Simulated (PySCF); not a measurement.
**Ionisation energy of Ni(15+) by level of theory**

Ni(15+) [Ne] 3s2 3p1 [3p1/2^1, M_J = 1/2] → Ni(16+) [Ne] 3s2, as a difference of total energies. All numbers are calculated (PySCF 2.14, the two-component X2C-1e Hamiltonian, in an even-tempered Gaussian basis (19 s from 1.3 bohr⁻², ratio 2.4; 13 p from 1.7 bohr⁻², ratio 2.4; 5 d from 6.8 bohr⁻², ratio 2.6; 4 f from 10 bohr⁻², ratio 2.6)). Correlated levels: 1s2 frozen; the 50 highest virtual spinors dropped. "Screened" scales the spin-orbit matrix elements by Boettger's factors to mimic the two-electron term; Breit and QED terms are absent.

```csv
method,ionisation energy (eV)
GHF (spin-free),495.20
GMP2 (spin-free),495.63
GHF (screened spin-orbit),497.59
GMP2 (screened spin-orbit),498.05
```

Q: How much does correlation contribute at GMP2 (screened spin-orbit)?

A: 498.05 − (497.59) = 0.46 eV, measured against GHF (screened spin-orbit).

For comparison: 495.4 ± 1.7 eV (semi-empirical (NIST evaluation); NIST Atomic Spectra Database, ionization energies).
